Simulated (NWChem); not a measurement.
CH$_{2}$I (+1)

```xyz
4

C      0.0000     0.0000    -1.6843
I      0.0000     0.0000     0.2749
H      0.9526     0.0000    -2.2332
H     -0.9526     0.0000    -2.2332
```
Charge +1, spin multiplicity 1.

Everything below was run with NWChem. All single points use one geometry, from B3LYP/def2-SVP with def2 effective core potentials on I, a minimum by its harmonic frequencies.

Symmetry labels belong to the abelian group C2v used in the runs, with the axes of the coordinates shown.

Effective core potentials replace the inner electrons of I; spin-orbit coupling is left out. B3LYP has NWChem's definition, with VWN1-RPA local correlation. The spin multiplicity of the parent species was assumed, not shown to be that of its ground state. The structure started from a generated list of species.

Problem. List the lowest 6 singlet excitations that TD-B3LYP/def2-SVPD with def2 effective core potentials on I, VWN1-RPA local correlation gives, with oscillator strengths.

Solution. 
| state | symmetry | energy (eV) | wavelength (nm) | f |
|---|---|---|---|---|
| 1 | a2 | 2.10 | 591 | 0.000 |
| 2 | a1 | 5.00 | 248 | 0.131 |
| 3 | b2 | 5.79 | 214 | 0.002 |
| 4 | b1 | 5.91 | 210 | 0.001 |
| 5 | a2 | 7.10 | 175 | 0.000 |
| 6 | b2 | 7.26 | 171 | 0.004 |
